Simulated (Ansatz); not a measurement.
Geometry optimisation, RKS CAM-B3LYP/6-31G* in Ansatz 0.2.0.

Input file:

```yaml
crystal:
  periodic: [false, false, false]
  atoms:
    - { symbol: B, position_ang: [0.0, 0.0, 0.0] }
    - { symbol: "N", position_ang: [0.0, 0.0, 1.9] }
    - { symbol: H, position_ang: [-0.877, -0.2713, 2.43] }
    - { symbol: H, position_ang: [0.877, 0.2713, 2.43] }
    - { symbol: H, position_ang: [1.0305, 0.0, -0.595] }
    - { symbol: H, position_ang: [-1.0305, 0.0, -0.595] }
    - { symbol: "N", position_ang: [-0.2314, 1.7403, 0.5833] }
    - { symbol: H, position_ang: [-1.1621, 2.2275, 0.4417] }
    - { symbol: Si, position_ang: [1.139, 2.616, 1.4005] }
    - { symbol: H, position_ang: [2.2258, 1.6785, 1.668] }
    - { symbol: H, position_ang: [1.622, 3.6846, 0.5308] }
    - { symbol: H, position_ang: [0.67, 3.1883, 2.6591] }
    - { symbol: H, position_ang: [-0.1499, 1.1277, 1.6091] }
basis:
  gaussian: { orbitals: "6-31G*" }
hamiltonian:
  xc: cam_b3lyp
relax:
  f_tol: 0.15
  max_steps: 25
  restrain:
    - { distance: [0, 6], at: 1.55, k: 30.0 }
    - { distance: [12, 1], at: 1.06, k: 30.0 }
    - { distance: [0, 1], at: 2.75, k: 30.0 }
    - { distance: [12, 6], at: 2.26, k: 30.0 }
output:
  orbitals: {}
```

Command:

```bash
$ ansatz run input.yaml --threads 2 --pin off --max-ram 3072MiB --backend cpu --events-out ev --progress --plain --runs-dir out
```

Where does it end, and by what steps?

It converged. The restraints hold the end off the free minimum. After 8 steps the energy has fallen by 3.814 eV (the restraints' own energy left out); H4 moved furthest, 0.97 Å.

```json
{"step": "0", "energy less start (eV)": "0.0000", "largest force component (eV/Å)": "4.271", "accepted": "yes"}
{"step": "1", "energy less start (eV)": "-0.8067", "largest force component (eV/Å)": "5.015", "accepted": "yes"}
{"step": "2", "energy less start (eV)": "-1.5635", "largest force component (eV/Å)": "4.790", "accepted": "yes"}
{"step": "3", "energy less start (eV)": "-2.2767", "largest force component (eV/Å)": "2.271", "accepted": "yes"}
{"step": "4", "energy less start (eV)": "-3.1476", "largest force component (eV/Å)": "2.133", "accepted": "yes"}
{"step": "5", "energy less start (eV)": "-3.6132", "largest force component (eV/Å)": "1.770", "accepted": "yes"}
{"step": "6", "energy less start (eV)": "-3.7477", "largest force component (eV/Å)": "1.719", "accepted": "yes"}
{"step": "7", "energy less start (eV)": "-3.7995", "largest force component (eV/Å)": "1.851", "accepted": "yes"}
{"step": "8", "energy less start (eV)": "-3.8137", "largest force component (eV/Å)": "1.744", "accepted": "yes"}
```

```xyz
13
Properties=species:S:1:pos:R:3
B 0.054 0.596 -0.224
N -0.319 -0.459 2.287
H -0.985 -0.777 2.987
H 0.613 -0.635 2.657
H 1.141 0.104 -0.256
H -0.902 0.107 -0.742
N -0.078 1.927 0.416
H -0.997 2.351 0.342
Si 1.214 2.912 1.043
H 2.373 2.023 1.294
H 1.625 4.012 0.135
H 0.788 3.535 2.324
H -0.415 0.568 2.198
```

The run took 32 s on 2 threads of Arm Neoverse V1 (shared host), peak memory 0.19 GiB.
